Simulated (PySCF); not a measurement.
H2O4P, SMILES OP([O])(=O)O (connectivity only; charge and spin as stated), charge -1, multiplicity 1. Heavy atoms are numbered as in [O:1][P:2](=[O:3])([OH:4])[OH:5]. Hydrogens are named by the atom that carries them.

Geometry: PBE0-D3(BJ)/def2-SVPD. The spin state was assumed, not searched. The isomer is the one that the SMILES or the coordinates give; other isomers of the formula were not compared. Other conformers were not sampled.

Method: PBE/def2-SVPD run with PySCF.

ESP charges are fitted to the potential on shells at 1.4 to 2.0 van der Waals radii. Atomic charges (e), one atom of each kind:

| atom | ESP fit | meta-Löwdin |
|---|---|---|
| O1 | -0.79 | -0.91 |
| P2 | 1.25 | 1.64 |
| O4 (OH) | -0.71 | -0.73 |
| H on O4 | 0.38 | 0.32 |
